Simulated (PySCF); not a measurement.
System: C₃H₄N, charge -1, multiplicity 1. It need not be the lowest isomer of its formula. Whether it binds its extra electron was not tested at this geometry. 
Coordinates optimised at B3LYP-D3(BJ)/def2-TZVP (Ansatz):
```xyz
8

C     -1.5321     0.2026    -0.1431
C     -0.2843    -0.6030    -0.4348
N      0.8479    -0.0527     0.1394
C      1.7907     0.3822     0.6953
H     -1.4956     1.2774    -0.4385
H     -1.7749     0.1967     0.9275
H     -2.3889    -0.2406    -0.6636
H     -0.1219    -0.7548    -1.5056
```
Charge -1, spin multiplicity 1.

Dispersion corrections to the total energy (kcal/mol) from the dftd3 and dftd4 libraries through PySCF: D3(BJ) without and D4 with the three-body term, each with the damping fitted for the functional named.

```
functional      D3(BJ)          D4
----------  ----------  ----------
BP86             -4.74       -4.52
B2GP-PLYP        -1.71       -1.44
B2PLYP           -2.39  (withheld)
PBE              -3.16       -3.50
B3LYP            -5.35       -5.59
revPBE      (withheld)      -12.59
LC-wPBE     (withheld)       -3.85
```

Task: Complete the blanks.

Result: 
- B2PLYP, D4: -2.44
- revPBE, D3(BJ): -8.29
- LC-wPBE, D3(BJ): -2.82
